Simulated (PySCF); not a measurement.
CCl3, SMILES Cl[C](Cl)Cl (connectivity only; charge and spin as stated), charge +1, multiplicity 1. Coordinates come from a TPSSh-D3(BJ)/def2-SVP optimisation. The spin state was assumed, not searched. The isomer is the one that the SMILES or the coordinates give; other isomers of the formula were not compared.

Level of theory: TPSSh-D3(BJ)/def2-SVP (PySCF).

Harmonic wavenumbers (cm⁻¹): 308, 308, 517, 543, 1042, 1042. Rotational constants (GHz): 3.459, 3.459, 1.729; symmetry number 6.

Problem. Work out the zero-point energy and the ideal-gas rigid-rotor harmonic-oscillator thermochemistry at 298.15 K and 1 atm.

Solution. ZPE = ½ Σ hcν = ½ × 3760 cm⁻¹ = 5.38 kcal/mol. H − E(el) = 8.55 kcal/mol. Entropy in cal/(mol K): translation 40.22, rotation 23.58, vibration 4.08, total 67.88. G − E(el) = -11.68 kcal/mol. Cp = 14.30 cal/(mol K).
